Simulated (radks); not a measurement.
Results of a calculation; reference values are marked as such.
Spherical quantum dot in the effective-mass picture: electrons in a well V = -V0 / (1 + exp((r - R)/a)) with V0 = 4.83, R = 5.08, a = 0.6, all in effective atomic units (hartree* = m*/eps^2 hartree, bohr* = eps/m* bohr), one dielectric constant everywhere. Level of theory: non-relativistic Kohn-Sham, PBEsol, spin-polarised, spherical densities (a radial shooting solver with Libxc functionals). Levels are named by radial order and angular momentum (1s, 1p, 1d, 2s, ...), and open shells are averaged over m. Each electron was tried in the lowest free levels, single moves between levels near the top were tried too, and the lowest total energy was kept; such a search can miss a lower state. The series stops at N = 13: beyond it a trial failed or the search could not be trusted, so later rows were left out. At N = 1 the Hartree and exchange-correlation terms need not cancel, so that row can carry a self-interaction error.

N,open shells,2S,E (hartree*),mu = E(N) - E(N-1) (hartree*),addition energy mu(N+1) - mu(N) (hartree*),rms radius (bohr*)
1,"1s(up 1, down 0)",1,-4.51689,-4.5169,0.3639,2.321
2,none,0,-8.66987,-4.1530,0.5051,2.483
3,"1p(up 1, down 0)",1,-12.3177,-3.6479,0.2671,2.700
4,"1p(up 2, down 0)",2,-15.6986,-3.3808,0.2704,2.829
5,"1p(up 3, down 0)",3,-18.8089,-3.1104,0.3369,2.924
6,"1p(up 3, down 1)",2,-21.5824,-2.7734,0.2502,3.007
7,"1p(up 3, down 2)",1,-24.1056,-2.5232,0.2540,3.075
8,none,0,-26.3748,-2.2692,0.4834,3.135
9,"1d(up 1, down 0)",1,-28.1606,-1.7858,0.2402,3.207
10,"1d(up 2, down 0)",2,-29.7061,-1.5456,0.2400,3.268
11,"1d(up 3, down 0)",3,-31.0117,-1.3056,0.2391,3.322
12,"1d(up 4, down 0)",4,-32.0782,-1.0665,0.2379,3.371
13,"1d(up 5, down 0)",5,-32.9068,-0.82861,-,3.416

All shells are closed at N = 2, 8 (there: 1s2 1p6); the second difference of the energy has clear peaks (12 % above both neighbours; the first and last values, which can be the largest, are not judged, and half-filled shells can peak too) at N = 2, 5, 8.
